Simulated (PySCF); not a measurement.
## Worked example: refractive index and permittivity of the vapour

(1S)-2,2-difluorocyclopropan-1-ol (C3H4F2O), SMILES C1(F)(F)[C@@H](O)C1.

Coordinates come from a B3LYP-D3(BJ)/def2-SVP optimisation. One conformer was computed; it need not be the lowest.

PBE/def2-TZVP run with PySCF gives a mean static polarisability of 40.7 bohr³ and a dipole moment of 0.79 D. Take an ideal gas at 298.15 K and 0.1 bar, whether or not the substance is that volatile.

Work out n − 1 in the optical limit and the static ε − 1.


Polarisability volume α' = 40.7 × 0.148185 = 6.03 Å³. Number density N = p/kT = 2.43e-6 Å⁻³.
Dilute limit of Lorentz–Lorenz: n − 1 = 2π N α' = 9.2e-5.
Orientation term of Debye: μ²/(3kT) = 8.098 Å³ × μ²(D²) = 5.05 Å³.
ε − 1 = 4π N (α' + μ²/3kT) = 0.00034. Orientation of the dipole supplies 46 % of the static response; it can't follow optical fields. Vibrational polarisation and dispersion are left out.
